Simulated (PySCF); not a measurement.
# Polarisability and C₆ of Mg²⁺ (magnesium, charge +2)

[Ne], closed-shell 1S. Calculation: PySCF 2.14, in aug-cc-pCVQZ-DK (10s9p7d5f3g, 134 functions); the spin-free X2C one-electron Hamiltonian (Gaussian nucleus). Coupled (time-dependent) response in atomic units; α is the mean over directions.

```
method  mean α (bohr³)  C₆ (like pair)    S(−4)
 HSE06          0.4889          0.5846  0.06092
```

S(−4) is the Cauchy moment in α(ω) = α(0) + S(−4) ω² + …

α(iu) at HSE06:

```tsv
u (hartree)	α(iu) (bohr³)
0	0.4889
0.0500	0.4888
0.100	0.4883
0.200	0.4865
0.300	0.4836
0.500	0.4744
0.750	0.4577
1.00	0.4370
1.50	0.3893
2.00	0.3411
3.00	0.2588
5.00	0.1556
```

A single London oscillator, α(iu) = α/(1 + u²/ω²), gives C₆ = (3/4) ω α². Matching the computed C₆ needs ω = 4 × 0.5846 / (3 × 0.4889²) = 3.26 hartree.

For an ion, C₆ is the dispersion term alone; charge-induced terms of lower order in 1/R come first.
